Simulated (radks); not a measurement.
The numbers below are computed, except where a source is named.
How relativity changes the ionisation of the samarium ion Sm+ ([Xe] 4f6 6s1) to Sm2+ ([Xe] 4f6). Spin-unpolarised spherical Kohn-Sham, PBE, point nucleus unless stated (finite: rms radius 5.0819 fm), a radial shooting solver on a logarithmic mesh with Libxc functionals. A level marked "c x" has the speed of light scaled by that factor and shares open shells by 2j + 1; other Dirac levels either fill j = l - 1/2 first or share by 2j + 1.

\begin{tabular}{lrrrrr}
level & E(Sm+) (hartree) & E(Sm2+) (hartree) & IE (eV) & HOMO & <r> HOMO (bohr) \\ \hline
non-rel. & -10037.3644 & -10036.9800 & 10.460 & 6s & 4.127 \\
scalar-rel. & -10426.9940 & -10426.5865 & 11.089 & 6s & 3.910 \\
scalar-rel., finite nucleus & -10426.3103 & -10425.9028 & 11.088 & 6s & 3.910 \\
Dirac, 2j+1 shares & -10434.2873 & -10433.8798 & 11.088 & 4f7/2 & 1.016 \\
Dirac, low j first & -10434.3554 & -10433.9483 & 11.078 & 6s1/2 & 3.915 \\
Dirac, 2j+1 shares, finite nucleus & -10433.5999 & -10433.1924 & 11.087 & 4f7/2 & 1.016 \\
Dirac, c x 0.75 & -10814.0496 & -10813.6159 & 11.802 & 4f7/2 & 1.099 \\
Dirac, c x 1.5 & -10203.5026 & -10203.1090 & 10.710 & 6s1/2 & 4.037 \\
Dirac, c x 5 & -10051.7281 & -10051.3429 & 10.480 & 6s1/2 & 4.119 \\
\end{tabular}

NIST Atomic Spectra Database: 11.08 eV (semi-empirical). The relativistic part of the total energy of Sm+ is -396.2 hartree (Dirac, 2j+1 shares, finite nucleus), 3.9 % of the non-relativistic value. Spin polarisation and multiplet splitting of open shells are left out at every level.

Beside tabulated values, note that relativity, absent from the non-relativistic runs, is large for the heavy elements, and spin-unpolarised runs miss the spin-polarisation part of the exchange energy of open shells.
